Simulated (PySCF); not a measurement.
**Two probes of the same atoms: core binding energy and nuclear shielding**

Compound: C4H10BN.
Structure used (PBE0-D3(BJ)/def2-SVP), in Å, numbered top down from 1:
```xyz
16
C4H10BN angstrom
C      2.990   -0.212    0.030
C      1.698   -0.574    0.067
B      0.573    0.484    0.274
N     -0.798    0.196    0.323
C     -1.789    1.227    0.517
C     -1.372   -1.121    0.193
H      3.803   -0.932   -0.116
H      3.284    0.837    0.148
H      1.482   -1.643   -0.057
H      0.893    1.649    0.403
H     -2.495    1.268   -0.333
H     -1.301    2.205    0.611
H     -2.386    1.042    1.429
H     -2.066   -1.168   -0.666
H     -1.949   -1.394    1.095
H     -0.593   -1.877    0.045
```

Binding energies: PySCF 2.14.0, delta-SCF UKS SCAN, pcX-2 on the ionised atom, pcseg-1 elsewhere, spin-free X2C. Shieldings: GIAO HF/pcSseg-2, non-relativistic, same geometry.

| atom | C 1s (eV) |
| --- | --- |
| C1 | 289.90 |
| C2 | 289.66 |
| C5 | 291.50 |

What are the absolute isotropic shieldings of these atoms?

```json
{"atom": "C2", "environment": "alkene CH carbon", "C 1s (eV)": "289.66", "isotropic shielding (ppm)": "46.0"}
{"atom": "C1", "environment": "terminal =CH2 carbon", "C 1s (eV)": "289.90", "isotropic shielding (ppm)": "38.0"}
{"atom": "C5", "environment": "N-methyl carbon", "C 1s (eV)": "291.50", "isotropic shielding (ppm)": "148.0"}
```

Among the listed atoms, is the one with the highest binding energy also the least shielded?

No. The highest binding energy is at C5 (291.50 eV, shielding 148.0 ppm), the lowest shielding at C1 (38.0 ppm, 289.90 eV).

By binding energy: C2 < C1 < C5. By shielding: C1 < C2 < C5.

Of atoms equivalent by bonding only the ionised one is listed; its partners' own values can differ in this conformer. Isolated species at its PBE0-D3(BJ)/def2-SVP geometry (one conformer only).
